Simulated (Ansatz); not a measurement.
GeH₈N₂Si (`N[SiH2][GeH2][NH2]`), relaxed with RKS PBE-D4/def2-SVP in the Gaussian-basis code of Ansatz from a rough embedded geometry. The force threshold is 0.03 eV/Å; the program also tests the step.

Charge 0, multiplicity 1.

Start:

```xyz
12

N    -0.271   -1.592    1.267
Si   -1.148   -0.345    0.256
Ge    0.381    0.736   -1.158
N     1.704    1.504   -0.172
H    -0.968   -2.073    1.784
H     0.115   -2.272    0.555
H    -2.162   -0.985   -0.555
H    -1.773    0.639    1.158
H    -0.365    1.783   -1.966
H     1.047   -0.295   -2.113
H     2.194    0.737    0.426
H     1.246    2.163    0.519
```

Question: By how much does the energy fall, and how many steps does the optimiser take? (An estimate is asked.)

Answer: Computed: 9.42 kcal/mol, in 18 steps, 1 of them rejected.

Question: Which bonds change most? (Best estimate.)

Answer: Computed: Si2–H7 from 1.447 to 1.517 Å; N1–Si2 from 1.830 to 1.765 Å; Ge3–N4 from 1.819 to 1.877 Å; N4–H11 from 1.088 to 1.032 Å.

Question: Give the relaxed structure. (Best estimate.)

Answer: Ansatz gave: 
```xyz
12

N    -0.219   -1.438    1.154
Si   -1.261   -0.435    0.143
Ge    0.331    0.742   -1.213
N     1.747    1.213   -0.075
H    -0.631   -1.824    2.010
H     0.303   -2.182    0.677
H    -2.348   -1.154   -0.634
H    -1.951    0.520    1.084
H    -0.204    2.046   -1.867
H     0.909   -0.168   -2.338
H     1.759    0.546    0.712
H     1.565    2.135    0.346
```
